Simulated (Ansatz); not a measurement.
Relaxation of BrCl₃H₂OSn (8 atoms, charge 0, multiplicity 1), to a largest force component of 0.03 eV/Å in at most 50 steps.

Method: RKS BHLYP-D4/def2-SVP in Ansatz.

```xyz
8
Properties=species:S:1:pos:R:3:forces:R:3
Sn 0.150 -0.026 -0.098 0.15 -0.04 0.71
Cl 0.287 -0.060 2.285 -0.02 0.02 -0.70
O 1.968 -0.039 -0.792 -0.08 0.07 0.00
H 2.431 -0.873 -0.706 -0.03 0.00 0.01
Cl -0.837 1.937 -0.785 0.07 -0.07 -0.04
Cl -0.916 -1.961 -0.781 0.00 0.03 -0.03
Br -3.346 0.042 1.371 1.12 -0.01 1.23
H -2.278 0.028 2.415 -1.22 0.01 -1.18
```

Problem. Where does it end, and by what steps?

Solution. The run converged. After 5 steps the energy has fallen by 0.104 eV; Br7 moved furthest, 0.15 Å.

```csv
step,energy less start (eV),largest force component (eV/Å),accepted
0,0.0000,1.230,yes
1,-0.0975,0.209,yes
2,-0.0986,0.178,yes
3,-0.1035,0.032,yes
4,-0.1034,0.134,no
5,-0.1038,0.014,yes
```

```xyz
8
Properties=species:S:1:pos:R:3
Sn 0.203 -0.036 -0.094
Cl 0.298 -0.061 2.234
O 2.015 -0.028 -0.792
H 2.472 -0.868 -0.745
Cl -0.785 1.905 -0.832
Cl -0.897 -1.941 -0.808
Br -3.439 0.050 1.489
H -2.406 0.026 2.458
```

Whether the end is a true minimum wasn't checked by a vibrational analysis.

The run took 26 s on 4 threads of Arm Neoverse V1, on a shared host, peak memory 0.45 GiB.
